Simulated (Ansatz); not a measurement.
NiH2(PH3)2 (NiP2H8). The state is a singlet with charge 0. Geometry PBE-D4/def2-SVP.

Cartesian coordinates in Å:
```
Ni -0.0050 -0.7636 -0.0836
H 0.4680 -2.2312 -0.1677
H -0.4979 -2.2094 -0.3098
P -1.7500 0.3967 -0.2185
H -1.7798 1.8354 -0.0842
H -2.8616 0.1856 0.6772
H -2.5707 0.3860 -1.4053
P 1.7550 0.3180 0.2938
H 2.8744 0.2741 -0.6159
H 2.5610 0.0548 1.4614
H 1.8066 1.7536 0.4528
```

The 6-31G sets use Cartesian d functions. B3LYP takes the VWN-RPA correlation. In the singlet, H2 and H3 lie 0.98 Å apart (atoms count from 1), so these atoms are partly bonded to each other.

(1) Estimate the orbital energies around the gap (eV) in Ansatz with BLYP-D4/def2-TZVP, B3LYP-D4/6-31G, PBE0-D4/def2-SVP, ωB97X-V/def2-TZVP, ωB97M-V/def2-TZVP.

Answers

(1) 
```tsv
orbital	BLYP-D4/def2-TZVP	B3LYP-D4/6-31G	PBE0-D4/def2-SVP	ωB97X-V/def2-TZVP	ωB97M-V/def2-TZVP
HOMO−5	-7.87	-9.15	-9.07	-11.68	-11.57
HOMO−4	-5.03	-5.35	-5.75	-8.77	-8.86
HOMO−3	-4.81	-5.06	-5.69	-8.73	-8.81
HOMO−2	-4.68	-4.91	-5.68	-8.46	-8.54
HOMO−1	-4.68	-4.90	-5.67	-8.41	-8.43
HOMO	-4.26	-4.59	-5.24	-8.28	-8.34
LUMO	-1.37	-0.75	-0.06	1.42	1.25
LUMO+1	-0.38	0.40	0.62	2.37	1.96
LUMO+2	-0.25	0.44	0.98	2.58	2.32
LUMO+3	0.15	1.22	1.35	3.07	2.81
LUMO+4	0.48	1.36	1.63	3.56	3.25
LUMO+5	0.61	1.51	1.88	3.58	3.31
```
